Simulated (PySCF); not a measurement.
C5H6F2, SMILES FC(F)[C@H]1C=CC1. Atoms are numbered in the order given.

```xyz
13

F      1.8443    -0.8679    -0.5290
C      1.0885     0.2460    -0.3787
F      0.4442     0.4603    -1.5485
C      0.1059     0.0455     0.7469
C     -0.9892     1.0748     0.9163
C     -1.9744     0.1918     0.7012
C     -1.0426    -0.9723     0.4723
H      1.7679     1.1007    -0.2046
H      0.6845    -0.1720     1.6610
H     -0.9640     2.1438     1.1433
H     -3.0648     0.2704     0.6983
H     -1.0434    -1.3901    -0.5464
H     -1.1067    -1.8000     1.1967
```
Charge 0, spin multiplicity 1.

Geometry optimised at PBE0-D3(BJ)/def2-SVP. The structure was generated by enumeration; whether it is a known compound was not checked. Other conformers were not sampled.

Two levels are set side by side: PBE/pcSseg-1 (PySCF) and HF/pcSseg-1 (PySCF). GIAO shifts against CFCl3 (¹⁹F), TMS (¹H), TMS (¹³C) at the same level; non-relativistic, no solvent, atoms listed together averaged. Differences are taken from unrounded values.

| quantity | PBE |
|---|---|
| δ(¹³C) of C2 (ppm) | 124.3 |
| δ(¹³C) of C4 (ppm) | 52.7 |
| δ(¹³C) of C5 (ppm) | 142.0 |
| δ(¹³C) of C6 (ppm) | 150.8 |
| δ(¹³C) of C7 (ppm) | 35.0 |
| δ(¹H) of H8 (ppm) | 6.48 |
| δ(¹H) of H9 (ppm) | 3.36 |
| δ(¹H) of H10 (ppm) | 6.41 |
| δ(¹H) of H11 (ppm) | 6.76 |

### Question
These are the PBE values. What does HF give? (The exact figures need the calculation; the answer reports its results.)

### Answer

```csv
quantity,HF,PBE minus HF
δ(¹³C) of C2 (ppm),105.5,18.8
δ(¹³C) of C4 (ppm),43.7,9.0
δ(¹³C) of C5 (ppm),143.4,-1.4
δ(¹³C) of C6 (ppm),154.4,-3.6
δ(¹³C) of C7 (ppm),29.4,5.6
δ(¹H) of H8 (ppm),5.74,0.74
δ(¹H) of H9 (ppm),3.09,0.27
δ(¹H) of H10 (ppm),6.42,-0.01
δ(¹H) of H11 (ppm),6.87,-0.11
```

Rough cost on one machine, each run with all the roots and properties that it gave: HF against PBE within a factor of 2.
